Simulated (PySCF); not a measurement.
Species: 3-methoxypyridine, C6H7NO.
Geometry (GFN2-xTB, Å), atoms numbered from 1 in this order:
```
atom  x, y, z in Å
C1     2.5649   -0.2070   -0.1482
O2     1.5268    0.7446   -0.1238
C3     0.2464    0.3022   -0.0286
C4    -0.7554    1.2762   -0.0042
C5    -2.0736    0.8801    0.0915
C6    -2.3536   -0.4789    0.1572
N7    -1.4141   -1.4045    0.1351
C8    -0.1490   -1.0328    0.0467
H9     2.5844   -0.8037    0.7691
H10    3.4867    0.3675   -0.2246
H11    2.4793   -0.8724   -1.0130
H12   -0.4737    2.3164   -0.0604
H13   -2.8680    1.6097    0.1151
H14   -3.3690   -0.8436    0.2302
H15    0.5636   -1.8458    0.0360
```

A PySCF run (density fitting, gas phase, GFN2-xTB geometry) gave HOMO -5.55 eV, LUMO -1.43 eV, dipole 1.91 D.

**Question.** Which of these levels was it?
A. PBE0/pcSseg-1
B. HSE06/aug-cc-pVDZ
C. PBE0/def2-SVPD
D. CAM-B3LYP/pcSseg-1
E. BLYP/pcSseg-1

**Answer.** E. It is BLYP/pcSseg-1. All candidates on this geometry:

```tsv
level and settings	kind	basis functions	SCF cycles	E (Eh)	HOMO (eV)	LUMO (eV)	dipole (D)
BLYP/pcSseg-1, start guess atom, fitting basis def2-universal-jkfit	GGA	171	13	-362.6431	-5.55	-1.43	1.91
HSE06/aug-cc-pVDZ	screened hybrid, exact exchange at short range	247	14	-362.4617	-6.41	-1.15	1.84
PBE0/def2-SVPD	global hybrid	219	14	-362.1427	-6.87	-0.78	1.79
PBE0/pcSseg-1	global hybrid	171	14	-362.3426	-6.84	-0.70	1.83
CAM-B3LYP/pcSseg-1	range-separated hybrid	171	13	-362.5870	-8.04	0.42	1.78
```

The nearest other candidate, by the summed differences of HOMO and LUMO, is HSE06/aug-cc-pVDZ: its HOMO differs by -0.86 eV and its LUMO by +0.28 eV. Cycle counts include a coarse-grid stage where the run had one.
